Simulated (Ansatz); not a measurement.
Ansatz (a first-principles code) input (r2SCAN/def2-TZVPD):

Ansatz 0.2 input:
```yaml
crystal:
  periodic: [false, false, false]
  atoms:
    - {symbol: Cd, position_ang: [0.00000000, 0.00000000, 0.00000000]}
    - {symbol: I, position_ang: [0.00000000, 0.00000000, 2.63761827]}
    - {symbol: I, position_ang: [-0.00000000, -0.00000000, -2.63761827]}
basis:
  gaussian:
    orbitals: def2-TZVPD
hamiltonian:
  xc: {name: r2SCAN}
total_charge: 1
magnetization: {spin_polarized: true, initial_magnetization: 1}
output: {forces: true}
```

End of the output:

```
mean field evaluation 1: about -20766.7853 eV, gradient 2.0e1 eV
mean field evaluation 2: about -20762.6099 eV, gradient 3.7e1 eV
mean field evaluation 4: about -20769.0292 eV, gradient 1.1e0 eV
mean field evaluation 8: about -20769.0309 eV, gradient 1.3e-1 eV
mean field evaluation 16: about -20769.0146 eV, gradient 7.3e-5 eV
mean field evaluation 32: about -20769.0192 eV, gradient 1.2e-1 eV
mean field evaluation 64: about -20768.8236 eV, gradient 3.3e0 eV
mean field -20769.01458842 eV, -763.2472083808 hartree, gradient 8.2e-7 eV, S^2 0.754526; 6 other end points of the search recorded, 0 dependent functions left out
the calculation of the forces begins
reference -20769.01460153 eV, -763.2472088626 hartree; 35, 34 occupied and 123, 124 virtual orbitals, 1197 factors
Total energy: -20769.01460153 eV, -763.2472088626 hartree
Atom 0 at     0.000000     0.000000     0.000000 Å, force    -0.000000     0.000000    -0.000000 eV/Å
Atom 1 at     0.000000     0.000000     2.637618 Å, force    -0.000000    -0.000000    -0.209441 eV/Å
Atom 2 at    -0.000000    -0.000000    -2.637618 Å, force     0.000000    -0.000000     0.209441 eV/Å
Dipole moment:    -0.000000     0.000000    -0.000000 e Å
```

The spin state was set by rule; other spins were not relaxed.
